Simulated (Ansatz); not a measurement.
CH$_{10}$N$_{2}$Si$_{2}$ (`CN[SiH2][SiH2]N`) at its PBE0-D4/def2-TZVP geometry, where that method's forces vanish. Charge 0, multiplicity 1.

```xyz
15

C    -0.4930   -1.4444    1.3765
N     0.0547   -1.7530    0.0715
Si   -0.0134   -0.6708   -1.2638
Si    0.8710    1.4228   -0.6862
N    -0.1958    2.1822    0.4490
H    -0.3815   -0.3755    1.5766
H     0.0475   -1.9803    2.1623
H    -1.5600   -1.6875    1.4727
H     0.0698   -2.7395   -0.1345
H     0.7721   -1.2883   -2.3683
H    -1.3944   -0.4276   -1.8078
H     1.1037    2.1952   -1.9503
H     2.1957    1.2973   -0.0183
H     0.1003    3.0346    0.8998
H    -1.1767    2.2350    0.2209
```

(1) What forces (eV/Å) does ωB97M-V/def2-TZVPP give on these atoms in Ansatz 0.2.0? (An estimate is asked.)

Results:

(1) Computed: 
```
C1  -0.118  0.062  0.302
N2   0.070 -0.128 -0.206
Si3 -0.008  0.094 -0.185
Si4  0.169 -0.072 -0.125
N5  -0.030  0.060  0.009
H6  -0.009 -0.080 -0.008
H7  -0.052  0.050 -0.063
H8   0.098  0.022 -0.012
H9   0.007  0.032  0.016
H10 -0.085  0.065  0.116
H11  0.138 -0.028  0.063
H12 -0.028 -0.079  0.141
H13 -0.138  0.013 -0.070
H14 -0.030 -0.021 -0.003
H15  0.016  0.008  0.023
```
